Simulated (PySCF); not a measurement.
`[SiH3]N([SiH3])C1C[SiH2]C1`: 4 charge schemes on one density

Species: C₃H₁₃NSi₃.
Z-matrix (Å and degrees, GFN2-xTB geometry), rows numbered from 1:
```
Si
N   1  1.7370
Si  2  1.7329  1  122.94
C   2  1.4436  1  121.05  3   178.20
C   4  1.5483  2  115.42  1   -53.86
Si  5  1.9048  4   91.08  2   129.76
C   4  1.5491  2  114.90  1    62.04
H   1  1.4685  2  109.98  3   -67.82
H   1  1.4631  2  109.40  3   172.15
H   1  1.4647  2  108.40  3    52.37
H   3  1.4679  2  109.02  1  -122.89
H   3  1.4683  2  109.44  1   118.03
H   3  1.4576  2  107.01  1    -2.47
H   4  1.0942  2  107.74  1  -176.12
H   5  1.0881  4  113.09  2  -108.72
H   5  1.0876  4  111.43  2    12.31
H   6  1.4630  5  117.13  4  -119.07
H   6  1.4645  5  115.61  4   107.79
H   7  1.0881  4  113.04  2   108.38
H   7  1.0877  4  111.26  2   -12.55
```

Density: PBE0/pcSseg-1 (PySCF); schemes: Mulliken, IAO, Hirshfeld and ESP-fitted. One conformer (not necessarily the lowest) at the GFN2-xTB geometry, without solvent, vibrations or thermal averaging.

Problem. At which atom do the 4 schemes differ most?

Solution. At N2: from -0.905 (Mulliken) to -0.261 e (Hirshfeld), 0.644 e apart.

Problem. For which atoms does the sign change between the 4 schemes (beyond +0.03 e in one, beyond −0.03 e in another)?

Solution. For none.

Problem. Tabulate the Mulliken, IAO, Hirshfeld and ESP-fitted charges.

Solution. In e:

| atom | environment | Mulliken | IAO | Hirshfeld | ESP-fitted |
| --- | --- | --- | --- | --- | --- |
| Si1 | SiH3 silicon | +0.584 | +0.720 | +0.341 | +0.445 |
| N2 | nitrogen bridging silicon atoms | -0.905 | -0.776 | -0.261 | -0.579 |
| Si3 | SiH3 silicon | +0.630 | +0.743 | +0.344 | +0.497 |
| C4 | sp3 carbon bound to nitrogen | -0.030 | +0.019 | +0.027 | +0.490 |
| C5 | sp3 carbon bound to silicon | -0.442 | -0.556 | -0.170 | -0.530 |
| Si6 | SiH2 silicon | +0.610 | +0.727 | +0.341 | +0.507 |
| C7 | sp3 carbon bound to silicon | -0.433 | -0.556 | -0.172 | -0.532 |
| H8 | Si–H hydrogen | -0.085 | -0.141 | -0.085 | -0.105 |
| H9 | Si–H hydrogen | -0.098 | -0.126 | -0.071 | -0.085 |
| H10 | Si–H hydrogen | -0.084 | -0.131 | -0.081 | -0.097 |
| H11 | Si–H hydrogen | -0.098 | -0.142 | -0.084 | -0.124 |
| H12 | Si–H hydrogen | -0.097 | -0.143 | -0.084 | -0.125 |
| H13 | Si–H hydrogen | -0.105 | -0.124 | -0.073 | -0.085 |
| H14 | methine hydrogen | +0.124 | +0.127 | +0.039 | +0.025 |
| H15 | methylene hydrogen | +0.142 | +0.150 | +0.037 | +0.120 |
| H16 | methylene hydrogen | +0.153 | +0.147 | +0.035 | +0.144 |
| H17 | Si–H hydrogen | -0.077 | -0.118 | -0.076 | -0.113 |
| H18 | Si–H hydrogen | -0.080 | -0.119 | -0.079 | -0.117 |
| H19 | methylene hydrogen | +0.141 | +0.149 | +0.036 | +0.120 |
| H20 | methylene hydrogen | +0.149 | +0.149 | +0.035 | +0.145 |

Mean size of the charges over all atoms: IAO 0.293 e, Mulliken 0.253 e, ESP-fitted 0.249 e, Hirshfeld 0.124 e. Each set sums to the total charge, 0, to within 0.001 e. The IAO scheme projects the occupied orbitals on a minimal set of polarised atomic orbitals and counts the electrons in each atom's part of it.

Problem. How many electrons does the IAO scheme count on C4?

Solution. Z − q = 6 − (+0.019) = 5.981.

Problem. Sum the charges by element, for elements with more than one atom.

Solution. 
```
element  atoms  Mulliken     IAO  Hirshfeld  ESP-fitted
     Si      3    +1.823  +2.189     +1.027      +1.449
      C      3    -0.905  -1.093     -0.315      -0.572
      H     13    -0.013  -0.321     -0.450      -0.298
```

Problem. How closely do the schemes follow one another over all atoms?

Solution. Correlation coefficient and root-mean-square difference: Mulliken with IAO 0.99, 0.073 e; IAO with Hirshfeld 0.98, 0.234 e; Mulliken with Hirshfeld 0.95, 0.204 e; IAO with ESP-fitted 0.93, 0.152 e; Mulliken with ESP-fitted 0.90, 0.151 e; Hirshfeld with ESP-fitted 0.90, 0.185 e.

These values come from a run that also computed NMR shieldings. The run took 71 s wall on one thread, Arm Neoverse N1 (aarch64), no GPU, on a shared host, and the process peaked at 0.92 GiB of memory.
